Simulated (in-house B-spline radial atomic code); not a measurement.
**Ionising Ti⁵⁺ with different functionals**

Computed with a B-spline radial code for spherical atoms: non-relativistic Hamiltonian, point nucleus, spin-polarised at highest spin, spherical fractional occupations for the functionals, and exact exchange of hybrids averaged over the configuration. The ionisation energy is the difference of two self-consistent energies, [Ne] 3s2 3p5 → [Ne] 3s2 3p4, without Breit or QED terms; ε is the level of the shell that loses the electron (its least bound occupied spin orbital).

| method | rung | ΔSCF (eV) | -ε(3p) (eV) |
| --- | --- | --- | --- |
| PBE0 | global hybrid | 119.54 | 112.09 |
| B3LYP | global hybrid | 119.60 | 111.57 |
| TPSSh | global hybrid | 119.63 | 110.58 |
| M06-2X | global hybrid | ? | ? |
| BHandHLYP | global hybrid | 119.34 | 114.66 |
| r2SCAN0 | global hybrid | 119.61 | 112.37 |
| B97-1 | global hybrid | 119.57 | 111.64 |
| HSE06 | range-separated hybrid | 119.52 | 111.65 |
| wB97X | range-separated hybrid | ? | ? |
| CAM-B3LYP | range-separated hybrid | 119.55 | 113.55 |
| LC-wPBE | range-separated hybrid | 119.71 | 114.94 |

(1) What does wB97X give?

(2) What does M06-2X give?

(3) Among the functionals, which spreads more, the ΔSCF values or the orbital energies?

(4) How do they compare with the NIST value?

Results:

(1) ΔSCF 119.51 eV, and -ε(3p) = 114.65 eV.

(2) ΔSCF 119.49 eV, and -ε(3p) = 115.00 eV.

(3) The orbital energies: ΔSCF values span about 0.37 eV and the orbital energies 4.43 eV; here energy differences depend much less on the functional than eigenvalues do.

(4) NIST lists 119.53 eV ± 0.025 (semi-empirical, ground level to ground level). Errors run from -0.19 to +0.17 eV; PBE0 is closest (+0.00 eV), though others lie within the uncertainty of it, and part of that can be cancellation, since the calculations leave out relativity, Breit-QED terms, multiplet and fine-structure energies.
